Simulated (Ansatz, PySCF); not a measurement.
C₄H₅Br, SMILES C=CC(=C)Br.

Geometry optimised at PBE0-D3(BJ)/def2-SVP. The values are those of a single conformer.

Vertical ionisation energy (IE) and electron affinity (EA) in eV. Rows of orbital energies are one-electron estimates. Where ΔSCF, EOM or ADC give a negative EA the extra electron is unbound and the value depends on the basis.

```json
[
 {"level": "−ε(HOMO), −ε(LUMO), CAM-B3LYP/def2-TZVP (PySCF)", "IE": "8.26", "EA": "0.21"},
 {"level": "−ε(HOMO), −ε(LUMO), PBE/def2-TZVP (PySCF)", "IE": "6.02", "EA": "2.23"},
 {"level": "ΔSCF, CAM-B3LYP/def2-SVPD (Ansatz), final states of multiplicity 2 and 2", "IE": "?", "EA": "?"},
 {"level": "ΔSCF, PBE/def2-SVPD (Ansatz), final states of multiplicity 2 and 2", "IE": "8.85", "EA": "-0.38"}
]
```

**Question.** What belongs in the gaps? (Estimate from the structure and the level; the computed values follow.)

**Answer.** 
- ΔSCF, CAM-B3LYP/def2-SVPD (Ansatz, a program for electronic structure), final states of multiplicity 2 and 2, IE: 9.07
- ΔSCF, CAM-B3LYP/def2-SVPD (Ansatz), final states of multiplicity 2 and 2, EA: -0.42

**Question.** What vertical singlet–triplet gap does ΔSCF give with CAM-B3LYP/def2-SVPD (Ansatz) and with PBE/def2-SVPD (Ansatz)? (Estimate from the structure and the level; the computed values follow.)

**Answer.** 3.23 and 3.10 eV (triplet above singlet where positive).
